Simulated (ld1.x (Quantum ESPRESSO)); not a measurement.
**Logarithmic derivatives: Nb, PAW**

```
Element                 : Nb (Z = 41)
Generator               : ld1.x (Quantum ESPRESSO) 7.5
Type                    : PAW
Functional              : LDA (PZ)
Relativity              : fully relativistic
Frozen core             : [Ar] 3d10
Valence charge          : 13
Reference configuration : 4s2 4p6 4d4 5s1 5p0
Partial waves           : 4s (bound): rcut 1.50, rcutus 1.75 bohr; 5s (bound): rcut 1.50, rcutus 1.75 bohr; 4p (bound): rcut 2.40, rcutus 2.65 bohr; 5p (bound, empty): rcut 2.40, rcutus 2.65 bohr; 4d (bound): rcut 2.15, rcutus 2.85 bohr; 4d channel at 0.25 Ry: rcut 2.15, rcutus 2.85 bohr
Local potential         : all-electron potential smoothed inside 2.55 bohr (lloc = -1)
Core correction         : a·sin(br)/r model core inside 1.46 bohr
Augmentation charge     : PSQ, inside the norm-conserving radii
```

Open shells are filled in proportion to 2j + 1 (rel_dist='average').

The phase is arctan(r·u′/u) with u = r·R(r), unwrapped; energies in Ry, scanned from -6 to 5 Ry. A pole is an energy at which the radial function vanishes at the test radius. The pseudo phase is shifted by a multiple of π to meet the all-electron one at the reference energy, and phase errors are pseudo minus all-electron; the curves can meet again beyond the range given. Levels narrower than the energy grid can be missing from the lists of poles.

```json
{"channel": "s", "radius (bohr)": "3.10", "reference energy (Ry)": "-0.31", "poles, all-electron": "-4.28, 1.39", "poles, pseudo": "-4.28, 1.39", "unbroken range about the reference energy with phases within 0.05 rad": "below 4.1", "phase error 1 Ry above the reference energy (rad)": "-0.000"}
{"channel": "p1/2", "radius (bohr)": "3.10", "reference energy (Ry)": "-0.09", "poles, all-electron": "-2.62, 2.26", "poles, pseudo": "-2.62, 2.60", "unbroken range about the reference energy with phases within 0.05 rad": "below 3.0", "phase error 1 Ry above the reference energy (rad)": "+0.021"}
{"channel": "p3/2", "radius (bohr)": "3.10", "reference energy (Ry)": "-0.09", "poles, all-electron": "-2.46, 2.38", "poles, pseudo": "-2.46, 1.95", "unbroken range about the reference energy with phases within 0.05 rad": "below 1.8", "phase error 1 Ry above the reference energy (rad)": "-0.036"}
{"channel": "d3/2", "radius (bohr)": "3.10", "reference energy (Ry)": "-0.24", "poles, all-electron": "0.07, 4.16", "poles, pseudo": "0.07, 4.25", "unbroken range about the reference energy with phases within 0.05 rad": "the whole range", "phase error 1 Ry above the reference energy (rad)": "+0.000"}
{"channel": "d5/2", "radius (bohr)": "3.10", "reference energy (Ry)": "-0.23", "poles, all-electron": "0.10, 4.19", "poles, pseudo": "0.10, 4.31", "unbroken range about the reference energy with phases within 0.05 rad": "the whole range", "phase error 1 Ry above the reference energy (rad)": "+0.000"}
```

The ghost test of this file was not conclusive.

Phases in the d5/2 channel:

```json
{"E (Ry)": "-6.00", "all-electron": "1.438", "pseudo": "1.438"}
{"E (Ry)": "-5.48", "all-electron": "1.432", "pseudo": "1.432"}
{"E (Ry)": "-4.96", "all-electron": "1.425", "pseudo": "1.425"}
{"E (Ry)": "-4.44", "all-electron": "1.416", "pseudo": "1.417"}
{"E (Ry)": "-3.92", "all-electron": "1.406", "pseudo": "1.406"}
{"E (Ry)": "-3.40", "all-electron": "1.394", "pseudo": "1.394"}
{"E (Ry)": "-2.88", "all-electron": "1.377", "pseudo": "1.377"}
{"E (Ry)": "-2.36", "all-electron": "1.355", "pseudo": "1.356"}
{"E (Ry)": "-1.84", "all-electron": "1.323", "pseudo": "1.323"}
{"E (Ry)": "-1.32", "all-electron": "1.266", "pseudo": "1.266"}
{"E (Ry)": "-0.80", "all-electron": "1.118", "pseudo": "1.118"}
{"E (Ry)": "-0.28", "all-electron": "-0.633", "pseudo": "-0.633"}
{"E (Ry)": "0.24", "all-electron": "-1.655", "pseudo": "-1.655"}
{"E (Ry)": "0.76", "all-electron": "-1.843", "pseudo": "-1.843"}
{"E (Ry)": "1.28", "all-electron": "-2.111", "pseudo": "-2.110"}
{"E (Ry)": "1.80", "all-electron": "-3.099", "pseudo": "-3.081"}
{"E (Ry)": "2.32", "all-electron": "-4.229", "pseudo": "-4.216"}
{"E (Ry)": "2.84", "all-electron": "-4.507", "pseudo": "-4.499"}
{"E (Ry)": "3.36", "all-electron": "-4.618", "pseudo": "-4.611"}
{"E (Ry)": "3.88", "all-electron": "-4.683", "pseudo": "-4.674"}
{"E (Ry)": "4.40", "all-electron": "-4.731", "pseudo": "-4.720"}
{"E (Ry)": "4.92", "all-electron": "-4.775", "pseudo": "-4.758"}
```
